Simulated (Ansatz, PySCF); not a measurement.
Reaction (SMILES): BO (H3BO) → B[O] + H atom (the H-O bond at the site shown breaks; other sites are not compared here)
Geometries: B3LYP-D3(BJ)/def2-TZVP minima from Ansatz (a program for electronic structure), one conformer each, not searched for the lowest. Frequencies are from Ansatz.

Wanted: bond dissociation energy (enthalpy at 298 K, with B3LYP-D3(BJ) rigid-rotor harmonic-oscillator terms), in kcal/mol. Cores are frozen in the correlated levels unless marked. UHF or UKS for open shells. Spin-orbit coupling is left out. Non-relativistic. Basis-set limits of correlation are two-point, X^-3; Hartree-Fock from the larger set.

```json
[
 {"level": "HF-D3(BJ)/def2-TZVPD", "program": "PySCF + dftd3", "bond dissociation energy (kcal/mol)": "[?]"},
 {"level": "BLYP-D3(BJ)/def2-TZVPD", "program": "Ansatz + dftd3", "bond dissociation energy (kcal/mol)": "90.4"},
 {"level": "BLYP/def2-TZVPD", "program": "Ansatz", "bond dissociation energy (kcal/mol)": "89.9"},
 {"level": "B3LYP-D3(BJ)/def2-TZVPD", "program": "Ansatz + dftd3", "bond dissociation energy (kcal/mol)": "[?]"},
 {"level": "PBE0/def2-SVP", "program": "Ansatz", "bond dissociation energy (kcal/mol)": "93.4"},
 {"level": "r2SCANh-D4/def2-TZVPD", "program": "Ansatz + dftd4", "bond dissociation energy (kcal/mol)": "93.0"},
 {"level": "r2SCAN0-D4/def2-TZVPD", "program": "Ansatz + dftd4", "bond dissociation energy (kcal/mol)": "94.2"},
 {"level": "wB97M-V/def2-TZVPD", "program": "Ansatz", "bond dissociation energy (kcal/mol)": "98.7"},
 {"level": "B2GP-PLYP-D3(BJ)/def2-TZVPD", "program": "Ansatz + dftd3", "bond dissociation energy (kcal/mol)": "99.6"},
 {"level": "CCSD/cc-pVTZ", "program": "Ansatz", "bond dissociation energy (kcal/mol)": "[?]"},
 {"level": "CCSD(T)/CBS(aug-cc-pVTZ,aug-cc-pVQZ)", "program": "Ansatz", "bond dissociation energy (kcal/mol)": "102.1"}
]
```

Complete the blanks.


- HF-D3(BJ)/def2-TZVPD, bond dissociation energy (kcal/mol): 74.7
- B3LYP-D3(BJ)/def2-TZVPD, bond dissociation energy (kcal/mol): 95.0
- CCSD/cc-pVTZ, bond dissociation energy (kcal/mol): 99.7
